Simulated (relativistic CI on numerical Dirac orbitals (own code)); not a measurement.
## Slater and spin-orbit integrals, Eu36+

Method of calculation: Dirac-Coulomb-Breit CI, orbitals from a KLI potential per configuration, model QED (radiative potential, 1s self-energy scaled to tabulated hydrogen-like ionisation energies), unscaled Slater integrals (own radial code, finite nucleus).

Slater integrals F^k, G^k are unscaled and averaged over j, outside the closed core [Ne]; ζ comes from projecting the Hamiltonian with its Breit term on Σ l·s of the shell.

- 3s²3p⁶3d⁹: ζ(3d) = 96528 cm⁻¹; <r>(3d) = 0.2166, <r^2>(3d) = 0.05468 (bohr units).
- 3s²3p⁵3d¹⁰: ζ(3p) = 750030 cm⁻¹; <r>(3p) = 0.2399, <r^2>(3p) = 0.06664 (bohr units).
- 3s²3p⁶3d⁸4s: F^2(3d,3d) = 472370, F^4(3d,3d) = 304270, ζ(3d) = 98289, G^2(3d,4s) = 48148 cm⁻¹; <r>(3d) = 0.2149, <r^2>(3d) = 0.05382, <r>(4s) = 0.4824, <r^2>(4s) = 0.2615 (bohr units).

Q: Give the Racah parameters of the d shell in 3s²3p⁶3d⁸4s.

A: B = F²/49 − 5F⁴/441 = 6190 cm⁻¹ and C = 35F⁴/441 = 24149 cm⁻¹.

Averages of the first 10 configurations, taken without configuration mixing, which lowers the lowest level and can move excited configurations by several eV; other configurations of the list can lie among them:

```
Configuration  Parity  States  Average energy above the lowest level (eV)
    3s²3p⁶3d⁹    even      10                                        12.1
   3s²3p⁵3d¹⁰     odd       6                                       383.0
    3s3p⁶3d¹⁰    even       2                                       659.5
  3s²3p⁶3d⁸4s    even      90                                      1047.2
  3s²3p⁶3d⁸4p     odd     270                                      1149.2
  3s²3p⁶3d⁸4d    even     450                                      1282.4
 3s²3p⁴3d¹⁰4s    even      30                                      1780.9
 3s²3p⁴3d¹⁰4p     odd      90                                      1883.3
  3s²3p⁵3d⁹4s     odd     120                                      1410.8
  3s²3p⁶3d⁸4f     odd     630                                      1405.1
```
